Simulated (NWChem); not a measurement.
# C2H6OSe; SMILES CO[Se]C

```xyz
10

Se    -0.4609     0.5094    -0.0457
C      1.3569     1.2576     0.0485
H      1.2712     2.3061    -0.2542
H      2.0304     0.7369    -0.6345
H      1.7229     1.2000     1.0747
O     -0.0932    -1.1635     0.6243
C      0.3234    -2.1106    -0.3558
H      1.2700    -1.8239    -0.8346
H      0.4739    -3.0513     0.1859
H     -0.4350    -2.2621    -1.1342
```
Atoms are numbered in this order, from 1.

Results from NWChem. Geometry: optimised at B3LYP/6-31G* (spherical d).

Question: Estimate the computed values for PBE/def2-TZVP. Quantities: highest occupied level (eV); orbital gap (eV); dipole (D).

Answer: 
| Property | Value |
|---|---|
| highest occupied level (eV) | -5.13 |
| orbital gap (eV) | 3.25 |
| dipole (D) | 1.79 |
